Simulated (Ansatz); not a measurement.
```yaml
crystal:
  periodic: [false, false, false]
  atoms:
    - {symbol: Na, position_ang: [1.618821, -1.649024, -1.261302]}
    - {symbol: Na, position_ang: [0.643304, 0.874203, 2.399778]}
    - {symbol: Na, position_ang: [-1.976330, 1.140207, -1.313640]}
    - {symbol: I, position_ang: [-1.503445, -2.000003, -3.325058]}
    - {symbol: I, position_ang: [-2.987551, 1.830427, 2.240439]}
    - {symbol: I, position_ang: [2.475446, -2.406064, 2.319908]}
    - {symbol: I, position_ang: [1.729768, 2.210254, -1.060126]}
basis:
  gaussian: {orbitals: STO-3G}
total_charge: -2
magnetization: {spin_polarized: false, initial_magnetization: 1}
hamiltonian: {xc: {name: revPBE}, dispersion: d3bjatm}
output: {forces: true}
```

```sh
$ ansatz run in.yaml --threads 4 --pin off --events-out ev --progress --plain --max-ram 4787MiB
```

Output, abridged:

```
Functional definition: revPBE
1373 factors; integrals over basis functions are off by at most 4.2e-5 eV
mean field evaluation 1: about -758933.7199 eV, gradient 2.8e1 eV
mean field evaluation 2: about -758933.7377 eV, gradient 2.8e1 eV
mean field evaluation 4: about -758934.0968 eV, gradient 1.6e1 eV
mean field evaluation 8: about -758934.0977 eV, gradient 1.6e1 eV
mean field evaluation 16: about -758935.3272 eV, gradient 7.4e-6 eV
mean field evaluation 32: about -758935.3258 eV, gradient 3.1e-1 eV
mean field -758935.35549881 eV, -27890.3598897209 hartree, gradient 2.4e-5 eV, S^2 0.750000; 6 other end points of the search recorded, 0 dependent functions left out
reference -758935.35554101 eV, -27890.3598912719 hartree; 124, 123 occupied and 11, 12 virtual orbitals, 1373 factors
Total energy: -758935.87563874 eV, -27890.3790045109 hartree
Atom 0 at     1.618821    -1.649024    -1.261302 Å, force    -0.524443     0.444330     0.401366 eV/Å
Atom 1 at     0.643304     0.874203     2.399778 Å, force    -0.232762    -0.313252    -0.696928 eV/Å
Atom 2 at    -1.976330     1.140207    -1.313640 Å, force     0.553551    -0.392126     0.417323 eV/Å
Atom 3 at    -1.503445    -2.000003    -3.325058 Å, force     0.438081     0.576767     0.634268 eV/Å
Atom 4 at    -2.987551     1.830427     2.240439 Å, force     0.756125    -0.237490    -0.548958 eV/Å
Atom 5 at     2.475446    -2.406064     2.319908 Å, force    -0.408289     0.665138    -0.565500 eV/Å
Atom 6 at     1.729768     2.210254    -1.060126 Å, force    -0.582263    -0.743366     0.358429 eV/Å
Dipole moment:     0.340448     0.435758    -0.206595 e Å
```

Run time 12 s (4 threads of Arm Neoverse V1 on a shared host).

A multiply charged anion in the gas phase is held together partly by the finite basis. The highest occupied level of an anion often lies above zero with these methods, and sets without diffuse functions describe the outer electron poorly.

With spin_polarized false and unpaired electrons the run is restricted open-shell.

The dipole of an ion depends on the origin.
